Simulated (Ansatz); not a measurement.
Basis sets compared for (SiH3)3N (Si3NH9). The state is a singlet with charge 0. Geometry PBE0-D4/def2-SVP. Ansatz on 4 threads of Arm Neoverse V1 on a shared host; times are rough, and most runs start from earlier orbitals.

Cartesian coordinates in Å:
```
N 0.001 -0.002 -0.005
Si -1.038 -1.320 0.505
Si -0.703 1.465 -0.660
Si 1.741 -0.145 0.154
H -0.888 -1.609 1.964
H -2.448 -0.903 0.232
H -0.741 -2.577 -0.248
H -1.515 1.185 -1.884
H -1.585 2.147 0.335
H 0.427 2.376 -1.017
H 2.023 -1.497 0.727
H 2.427 -0.018 -1.168
H 2.300 0.899 1.068
```

B3LYP takes the VWN-RPA correlation.

Binding counts from free atoms (N quartet, Si triplet, H doublet) in the same basis, without a counterpoise term.

| level | functions | energy (Eh) | HOMO (eV) | LUMO (eV) | binding per atom (eV) | wall time |
| --- | --- | --- | --- | --- | --- | --- |
| HF/6-31G | 66 | -926.3050 | -10.36 | 3.17 | 1.99 | 0.3 s |
| PBE-D4/def2-SVP | 113 | -927.8288 | -6.20 | -0.92 | 3.14 | 0.95 s |
| B3LYP-D4/6-31G | 66 | -928.5736 | -6.80 | -0.11 | 2.89 | 0.9 s |
| PBE0-D4/def2-SVP | 113 | -927.9339 | -7.54 | -0.07 | 3.13 | 1.1 s |

Estimate the rows for HF/def2-TZVP, PBE-D4/def2-TZVP (with forces), B3LYP-D4/def2-TZVP, PBE0-D4/def2-TZVP.


| level | functions | energy (Eh) | HOMO (eV) | LUMO (eV) | binding per atom (eV) | wall time |
| --- | --- | --- | --- | --- | --- | --- |
| HF/def2-TZVP | 196 | -926.6105 | -10.80 | 2.74 | 2.42 | 1.2 s |
| PBE-D4/def2-TZVP (with forces) | 196 | -928.2105 | -6.36 | -1.29 | 3.17 | 2.1 s |
| B3LYP-D4/def2-TZVP | 196 | -928.8384 | -7.42 | -0.58 | 3.22 | 2.1 s |
| PBE0-D4/def2-TZVP | 196 | -928.3113 | -7.64 | -0.44 | 3.16 | 2.3 s |
